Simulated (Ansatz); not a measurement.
`[CH3][GaH][CH]=O`, 9 atoms. The species carries charge 0 and has multiplicity 1. Correlated methods include outer-core shells of Ga, which these sets cover unevenly. Scalar relativity is left out up to krypton. All runs use 2 threads of an Intel Xeon Platinum 8375C on a shared host. Correlated methods freeze the cores.

Q: Give the basis size and wall time and peak host memory of each of these runs in Ansatz. RKS ωB97M-V/def2-SVP energy; RKS PBE0-D4/def2-SVP energy; RKS PBE0-D4/def2-TZVP frequencies; RKS r2SCAN-D4/def2-TZVPP energy and forces; RKS HSE06 (plane-wave form)-D4/def2-TZVPP energy; RHF-CCSD(T)/def2-SVP energy; RKS SPW92 (LDA)/def2-TZVPP energy; direct RPA on PBE orbitals/def2-TZVPP energy; RKS PBE0-D4/def2-QZVPP energy; RKS PBE0-D4/def2-TZVP relaxation (51 steps); RHF-MP2/def2-QZVPP energy; RHF-CCSD(T)/def2-TZVPP energy. (Estimate.)

A: Computed: Other jobs shared the machine, so times are rough.

```json
{"level": "RKS PBE0-D4/def2-SVP", "job": "energy", "functions": "99", "wall time": "2 s", "peak host memory (GiB)": "0.21"}
{"level": "RKS SPW92 (LDA)/def2-TZVPP", "job": "energy", "functions": "211", "wall time": "2.3 s", "peak host memory (GiB)": "0.25"}
{"level": "RKS HSE06 (plane-wave form)-D4/def2-TZVPP", "job": "energy", "functions": "211", "wall time": "4.9 s", "peak host memory (GiB)": "0.5"}
{"level": "direct RPA on PBE orbitals/def2-TZVPP", "job": "energy", "functions": "211", "wall time": "6 s", "peak host memory (GiB)": "0.47"}
{"level": "RKS r2SCAN-D4/def2-TZVPP", "job": "energy and forces", "functions": "211", "wall time": "6.5 s", "peak host memory (GiB)": "0.28"}
{"level": "RKS ωB97M-V/def2-SVP", "job": "energy", "functions": "99", "wall time": "7 s", "peak host memory (GiB)": "0.3"}
{"level": "RHF-CCSD(T)/def2-SVP", "job": "energy", "functions": "99", "wall time": "9 s", "peak host memory (GiB)": "0.42"}
{"level": "RKS PBE0-D4/def2-QZVPP", "job": "energy", "functions": "410", "wall time": "11 s", "peak host memory (GiB)": "1.1"}
{"level": "RHF-MP2/def2-QZVPP", "job": "energy", "functions": "410", "wall time": "26 s", "peak host memory (GiB)": "2"}
{"level": "RHF-CCSD(T)/def2-TZVPP", "job": "energy", "functions": "211", "wall time": "98 s", "peak host memory (GiB)": "3"}
{"level": "RKS PBE0-D4/def2-TZVP", "job": "frequencies", "functions": "171", "wall time": "3.1 min", "peak host memory (GiB)": "0.44"}
{"level": "RKS PBE0-D4/def2-TZVP", "job": "relaxation (51 steps)", "functions": "171", "wall time": "4.2 min", "peak host memory (GiB)": "0.46"}
```
